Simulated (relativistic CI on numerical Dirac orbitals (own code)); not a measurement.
# Crystal-field levels of V⁺, 3d4

Calculated by Dirac-Coulomb-Breit CI, orbitals from a KLI potential per configuration, model QED (radiative potential, 1s self-energy scaled to tabulated hydrogen-like ionisation energies), valence Slater integrals scaled by 0.9, one configuration in a parametric crystal field (own radial code). With so little scaling, terms lie 10 to 35 % too far apart, which can change the order of excited levels.

Field parameters in Wybourne normalisation: Oh B⁴₀ = 21Dq, B⁴₄ = √(5/14) B⁴₀. The field is a parameter set, without covalency.

S and J are read from ⟨S²⟩ = S(S + 1) and ⟨J²⟩ = J(J + 1) of each level; they are not fictitious spins.

Oh, 10Dq = 2400 cm⁻¹, the lowest 10 levels:

```tsv
E (cm⁻¹)	Degeneracy	Irrep	S	J
0.0	1	A1	2.00	2.82
3.5	3	T1	2.00	2.87
7.1	2	E	2.00	2.92
10.2	3	T2	2.00	2.96
13.3	1	A2	2.00	3.00
2353	3	T2	2.00	2.39
2355	3	T1	2.00	2.48
2358	1	A1	2.00	2.58
2444	3	T1	2.00	3.32
2446	2	E	2.00	3.35
```

Oh, 10Dq = 4300 cm⁻¹, the lowest 16 levels:

```csv
E (cm⁻¹),Degeneracy,Irrep,S,J
0.0,1,A1,2.00,2.90
2.5,3,T1,2.00,2.93
4.9,2,E,2.00,2.95
7.1,3,T2,2.00,2.98
9.4,1,A2,2.00,3.00
4248,3,T2,2.00,2.38
4249,3,T1,2.00,2.43
4250,1,A1,2.00,2.49
4339,3,T1,2.00,3.30
4339,2,E,2.00,3.32
4398,3,T2,2.00,3.78
11168,1,A1,1.00,4.91
11203,3,T1,1.00,4.68
11254,3,T2,1.00,4.11
11256,2,E,1.00,4.10
14089,3,T2,1.00,5.11
```

Oh, 10Dq = 6200 cm⁻¹, the lowest 10 levels:

```tsv
E (cm⁻¹)	Degeneracy	Irrep	S	J
0.0	1	A1	2.00	2.93
2.1	3	T1	2.00	2.95
4.3	2	E	2.00	2.97
6.2	3	T2	2.00	2.98
8.2	1	A2	2.00	3.00
6147	1	A1	2.00	2.45
6147	3	T1	2.00	2.41
6147	3	T2	2.00	2.38
6237	3	T1	2.00	3.29
6237	2	E	2.00	3.31
```

Oh, 10Dq = 8100 cm⁻¹, the lowest 10 levels:

```json
{"E (cm⁻¹)": "0.0", "Degeneracy": "1", "Irrep": "A1", "S": "2.00", "J": "2.95"}
{"E (cm⁻¹)": "2.1", "Degeneracy": "3", "Irrep": "T1", "S": "2.00", "J": "2.96"}
{"E (cm⁻¹)": "4.1", "Degeneracy": "2", "Irrep": "E", "S": "2.00", "J": "2.97"}
{"E (cm⁻¹)": "6.0", "Degeneracy": "3", "Irrep": "T2", "S": "2.00", "J": "2.99"}
{"E (cm⁻¹)": "7.9", "Degeneracy": "1", "Irrep": "A2", "S": "2.00", "J": "3.00"}
{"E (cm⁻¹)": "7848", "Degeneracy": "1", "Irrep": "A1", "S": "1.00", "J": "4.67"}
{"E (cm⁻¹)": "7899", "Degeneracy": "3", "Irrep": "T1", "S": "1.00", "J": "4.46"}
{"E (cm⁻¹)": "7984", "Degeneracy": "3", "Irrep": "T2", "S": "1.00", "J": "3.97"}
{"E (cm⁻¹)": "7986", "Degeneracy": "2", "Irrep": "E", "S": "1.00", "J": "3.95"}
{"E (cm⁻¹)": "8045", "Degeneracy": "1", "Irrep": "A1", "S": "2.00", "J": "2.44"}
```

Oh, 10Dq = 10000 cm⁻¹, the lowest 16 levels:

```tsv
E (cm⁻¹)	Degeneracy	Irrep	S	J
0.0	1	A1	2.00	2.96
2.2	3	T1	2.00	2.97
4.4	2	E	2.00	2.98
6.4	3	T2	2.00	2.99
8.4	1	A2	2.00	3.00
6112	1	A1	1.00	4.62
6166	3	T1	1.00	4.41
6258	3	T2	1.00	3.94
6260	2	E	1.00	3.92
9944	1	A1	2.00	2.42
9945	3	T1	2.00	2.40
9946	3	T2	2.00	2.38
10035	2	E	2.00	3.29
10035	3	T1	2.00	3.28
10094	3	T2	2.00	3.78
13580	3	T2	0.05	4.77
```

The free-ion ground term has S = 2. Every field shown keeps that spin.

Levels of this model without a field, named by their leading LS term: ⁵D0 0, ⁵D1 32, ⁵D2 95, ⁵D3 186, ⁵D4 305, ³H4 13727, ³H5 13786, ³H6 13853 cm⁻¹.
